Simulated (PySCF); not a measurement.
Excitation energy of Ag by level of theory

Ag [Kr] 4d10 5s1 (2S) → Ag [Kr] 4d9 5s1 5p1 (high-spin determinant), as a difference of total energies. Calculation: PySCF 2.14, in def2-TZVPPD with the def2 core potential (28 electrons); scalar relativity through the core potential. Correlated levels: valence: 4s2 4p6 frozen. The calculations carry no spin-orbit coupling.

```tsv
method	excitation energy (eV)
UHF	5.791
MP2 (valence)	7.583
SCS-MP2 (valence)	7.494
CCSD (valence)	7.190
CCSD(T) (valence)	7.287
```

Question: How much does correlation contribute at CCSD(T) (valence)?

Answer: 7.287 − (5.791) = 1.496 eV, measured against UHF.

The determinant of the upper state mixes LS terms, which raises its energy above the lowest term, most at the Hartree-Fock and MP2 levels.
